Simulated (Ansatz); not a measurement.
Geometry optimisation, Ansatz, RKS PBE/def2-SVP.

Input file:

```yaml
crystal:
  periodic: [false, false, false]
  atoms:
    - { symbol: B, position_ang: [0.0, 0.0, 0.0] }
    - { symbol: F, position_ang: [0.0, 0.0, 1.67] }
    - { symbol: F, position_ang: [1.1431, 0.0, -0.66] }
    - { symbol: H, position_ang: [-1.0305, 0.0, -0.595] }
    - { symbol: Br, position_ang: [0.1049, 2.2181, 0.7379] }
    - { symbol: H, position_ang: [0.0503, 1.0645, 1.7044] }
basis:
  gaussian: { orbitals: def2-SVP }
hamiltonian:
  xc: pbe
relax:
  f_tol: 0.15
  max_steps: 25
  restrain:
    - { distance: [0, 4], at: 3.24, k: 30.0 }
    - { distance: [5, 1], at: 2.12, k: 30.0 }
    - { distance: [0, 1], at: 1.32, k: 30.0 }
    - { distance: [5, 4], at: 1.55, k: 30.0 }
```

Command:

```bash
$ ansatz run input.yaml --threads 2 --pin off --max-ram 3072MiB --backend cpu --events-out ev --progress --plain --runs-dir out
```

Problem. Where does it end, and by what steps?

Solution. It converged. The restraints hold the end off the free minimum. After 5 steps the energy has fallen by 2.152 eV (the restraints' own energy left out); Br5 moved furthest, 0.67 Å. Parted: B1–Br5 (2.34 → 3.24 Å).

```csv
step,energy less start (eV),largest force component (eV/Å),accepted
0,0.0000,5.629,yes
1,-0.8801,2.782,yes
2,-1.5328,2.733,yes
3,-1.8938,2.152,yes
4,-2.0855,1.475,yes
5,-2.1519,1.193,yes
```

```xyz
6
Properties=species:S:1:pos:R:3
B 0.027 -0.261 -0.020
F 0.072 -0.447 1.297
F 1.146 -0.431 -0.705
H -1.015 0.005 -0.577
Br -0.019 2.821 0.995
H 0.057 1.596 1.867
```

Time of the run: 8.8 s on 2 threads of Arm Neoverse V1, with other jobs on the host, peak memory 0.12 GiB.
